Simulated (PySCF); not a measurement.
**Spin-orbit coupling and the third ionisation energy along group 13**

Two-component X2C-1e calculated with PySCF 2.14: MP2 on generalised Hartree-Fock spinors (GMP2), with spin-orbit coupling off and on (screened by Boettger's factors); no Breit or QED terms. Values in eV; the references (NIST) lie between the lowest levels. Elements whose determinants are no pure J levels are left out.

| element | configurations | spin-free | with spin-orbit | shift | reference |
| --- | --- | --- | --- | --- | --- |
| B (x2c-TZVPall-2c, 1s2 frozen) | [He] 2s1 → 1s2 | 37.821 | 37.821 | 0.000 | 37.931 |
| Al (x2c-TZVPall-2c, [Ne] frozen) | [Ne] 3s1 → [Ne] | 28.070 | 28.070 | 0.000 | 28.448 |
| Ga (x2c-TZVPall-2c, [Ne] frozen) | [Ar] 3d10 4s1 → [Ar] 3d10 | 30.186 | 30.186 | 0.000 | 30.726 |
| In (x2c-TZVPall-2c, [Ar] 3d10 frozen) | [Kr] 4d10 5s1 → [Kr] 4d10 | 27.935 | 27.938 | 0.003 | 28.044 |
| Tl (x2c-TZVPall-2c, [Kr] 4d10 4f14 frozen) | [Xe] 4f14 5d10 6s1 → [Xe] 4f14 5d10 | 29.808 | 29.836 | 0.028 | 29.852 |

What remains against the references is mostly the basis and correlation beyond MP2.
